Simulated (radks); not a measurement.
Q: Numerical settings for neutral osmium, [Xe] 4f14 5d6 6s2. Method: scalar-relativistic Kohn-Sham, PBE, spin-polarised, spherical densities, finite nucleus; open shells are filled with parallel spins first (spin-orbit coupling, left out, can overturn this in heavy ions); Fermi nuclear charge, rms radius 5.4126 fm; computed with a radial shooting solver on a logarithmic mesh with Libxc functionals. The defaults (mesh step 0.008 in ln r, mesh end at 40 bohr or more with all orbitals vanishing there, Anderson mixing 0.5 over 9 steps, residual threshold near 1e-9 with the energy settled to 1e-9 hartree or 1e-11 of itself, here a cap of 71 iterations) give E = -17250.814 hartree and 5d at -4.792 eV in 16 iterations. Run on one thread of a shared host, so times are rough (Intel(R) Xeon(R) 6975P-C): 0.25 s of CPU time, 0.25 s wall, 16 iterations on 2440 mesh points. One setting is changed at a time: mesh step in ln r 0.12; mesh step in ln r 0.03; mesh step in ln r 0.02; mesh end (bohr) 8; mesh end (bohr) 3; residual threshold 1e-13; residual threshold 0.1; mixing 0.2; linear mixing, mixing 0.05; linear mixing, mixing 0.5; mixing history 2; iteration cap 5. Which runs fail to converge, and which converge to a wrong energy?

A: Not converged within the cap: mesh step in ln r 0.12; linear mixing, mixing 0.05; iteration cap 5. Settled on a wrong energy, with an occupied level pushed above zero by the early mesh end: mesh end (bohr) 3 (+2.41 hartree). Apart from these: settings that end as converged yet miss the energy by more than 1 mhartree: mesh end (bohr) 8 (+0.00286 hartree).
